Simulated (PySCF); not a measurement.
**Spin states and ions at one geometry of HgH2(H2S)**

PySCF 2.14.0, RKS PBE, Hg def2-SVP with ECP60, H def2-SVP, S def2-SVP; non-relativistic Hamiltonian with scalar-relativistic core potentials where named; density fitting; no spin-orbit coupling; singlets restricted, open shells unrestricted. The geometry is relaxed for charge 0, singlet, vacuum:

```xyz
6

Hg    0.4810    0.7692    0.0000
H     2.0338    0.1646    0.0000
H    -1.0532    1.4342    0.0000
S    -1.1667   -2.2521    0.0000
H    -1.9279   -1.6798    0.9736
H    -1.9279   -1.6798   -0.9736
```

Energies count from the relaxed state; an electron taken off or put on is at rest in vacuum. Charges and spins are Mulliken's.

```json
{"state": "charge 0, singlet, vacuum", "energy (eV)": "0.00", "spin squared": "0.00", "charge on Hg1 (e)": "0.12", "spin on Hg1 (e)": "0.00", "dipole about the centre of mass (D)": "1.59"}
{"state": "charge 0, triplet, vacuum", "energy (eV)": "5.54", "spin squared": "2.00", "charge on Hg1 (e)": "-0.39", "spin on Hg1 (e)": "0.99", "dipole about the centre of mass (D)": "4.06"}
{"state": "charge +1, doublet, vacuum", "energy (eV)": "9.33", "spin squared": "0.75", "charge on Hg1 (e)": "0.38", "spin on Hg1 (e)": "0.02", "dipole about the centre of mass (D)": "5.80"}
```

**Question.** What does the state charge -1, doublet, vacuum give?

**Answer.** energy (eV) 1.23, spin squared 0.75, charge on Hg1 (e) -0.66, spin on Hg1 (e) 0.93, dipole about the centre of mass (D) 1.08.

With an electron taken off (doublet) the charges change, summed by element, by Hg +0.25 e, H +0.46 e, S +0.28 e. The vertical ionisation energy is 9.33 eV, against −ε(HOMO) = 6.37 eV of the relaxed state. The level lies 3.0 eV too high, as is usual for semilocal functionals and global hybrids, which keep a self-interaction error.

With an electron put on (doublet) the charges change, summed by element, by Hg -0.78 e, H -0.17 e, S -0.05 e. The vertical electron affinity is -1.23 eV, against −ε(LUMO) = 1.02 eV of the relaxed state. The basis has no diffuse functions, which an added electron needs. The added electron's level lies above zero.

Open shells may have lower solutions than those found. Hard to converge, so the more doubtful: charge 0, triplet, vacuum; charge +1, doublet, vacuum.
